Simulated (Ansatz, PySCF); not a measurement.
Pair of molecules: C2H2 (SMILES C#C) (first 4 atoms) with N2 (SMILES N#N); geometry from B3LYP-D3(BJ)/def2-TZVP, rigid monomers moved along the line of their centres of mass till H4···N6 is 2.34 Å.
(charge 0, multiplicity 1):
```xyz
6

C     -0.43737     0.42783    -1.03062
C     -0.04094     0.04011     0.03031
H     -0.79032     0.77302    -1.97159
H      0.30879    -0.30194     0.97439
N      0.40274    -0.39576     4.38902
N      0.47638    -0.46670     3.30327
```

Interaction energies are E(AB) − E(A) − E(B) at the monomers' geometry in the complex; basis-set methods are counterpoise corrected.

Cores are frozen in the correlated methods. CBS: X⁻³ extrapolation of the correlation energy, Hartree–Fock from the larger set.

Run with Ansatz (a quantum-chemistry and plane-wave program); PySCF for the dispersion terms. Values without a source in brackets are computed.

PBE/def2-TZVPPD gives -9.0 meV for the interaction energy.

**Question.** How do the other levels lie against it? Give each less PBE: PBE-D3(BJ)/def2-TZVPPD, r2SCAN/def2-TZVPPD, B3LYP/def2-TZVPPD, wB97M-V/def2-TZVPPD, MP2/CBS(aug-cc-pVDZ, aug-cc-pVTZ), MP2/CBS(aug-cc-pVDZ, aug-cc-pVTZ) + ΔCCSD(T)/aug-cc-pVDZ.

**Answer.** PBE-D3(BJ)/def2-TZVPPD -19.0; r2SCAN/def2-TZVPPD 14.0; B3LYP/def2-TZVPPD 17.6; wB97M-V/def2-TZVPPD -2.5; MP2/CBS(aug-cc-pVDZ, aug-cc-pVTZ) -14.4; MP2/CBS(aug-cc-pVDZ, aug-cc-pVTZ) + ΔCCSD(T)/aug-cc-pVDZ -7.8 meV. 2 of 6 lie above PBE; the widest gap is to PBE-D3(BJ)/def2-TZVPPD.
